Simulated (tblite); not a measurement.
Compound: C7H7 (doublet state).
SMILES with atom numbers: `[H]/[C:1]=[CH:2]/[C:3]([CH3:4])=[CH:5]\[C:6]#[CH:7]` (hydrogens: H8 on C1; H9 on C2; H10, H11, H12 on C4; H13 on C5; H14 on C7)

Computed geometry: GFN2-xTB, gas phase. This method treats the open shell by occupation alone, without spin polarisation.

(1) Give the optimised bond lengths and angles.

Results:

(1) 
```
                  bond  length (Å)   order
                 C1=C2       1.300  double
                 C2–C3       1.457  single
                 C3–C4       1.496  single
                 C3=C5       1.345  double
                 C5–C6       1.406  single
                 C6≡C7       1.203  triple
                 C1–H8       1.064  single
                 C2–H9       1.100  single
C4–H10, C4–H11, C4–H12       1.089  single
                C5–H13       1.083  single
                C7–H14       1.049  single
```

Bonds in one row agree within 0.01 Å and their mean is given. Orders are formal, as drawn. A selection of angles:
```
     angle  degrees
  C2–C1–H8    138.4
  C1–C2–C3    125.3
  C1–C2–H9    121.8
  C3–C2–H9    112.9
  C2–C3–C4    117.2
  C2–C3–C5    120.8
  C4–C3–C5    122.0
 C3–C4–H10    109.9
 C3–C4–H11    111.4
H10–C4–H11    109.1
H10–C4–H12    107.4
  C3–C5–C6    124.1
 C3–C5–H13    120.5
 C6–C5–H13    115.5
  C5–C6–C7    179.0
 C6–C7–H14    179.9
```

Torsions: C1–C2–C3–C4 -2° (synperiplanar); C2–C3–C5–C6 0° (synperiplanar). The mirror-image conformer, all signs reversed, is as good.

The 7 heavy atoms lie in one plane (0.008 Å rms). C3 (carbon bonded to 3 C) is planar (angles 122.0°, 120.8° and 117.2°, sum 360.0°, 0.00 Å off the plane of its three neighbours). C2 (carbon bonded to 2 C and H) is planar (angles 125.3°, 121.8° and 112.9°, sum 360.0°, 0.00 Å off the plane of its three neighbours). Of the pairs four or more bonds apart, C6···H9 is among the closest relative to their van der Waals radii: 2.43 Å, 84 % of the sum of Bondi's values. C5 (carbon bonded to 2 C and H) is planar (angles 124.1°, 120.5° and 115.5°, sum 360.0°, 0.00 Å off the plane of its three neighbours). The 6 C–C bonds span 1.203 Å (C6≡C7, drawn triple) to 1.496 Å (C3–C4, drawn single), a spread of 0.293 Å.

Point group: near Cs, missed by 0.08 Å at most; the miss may be what the optimiser left on a soft mode. Its GFN2-xTB frequencies are all real (lowest 90 cm⁻¹). 3 starts were optimised and ended at 0.00, 0.22 and 1.08 kcal/mol (GFN2-xTB); the lowest of these is shown.

On Arm Neoverse N1, one thread, no GPU, shared host, this took 0.56 s wall. That covers the optimisation of the geometry.
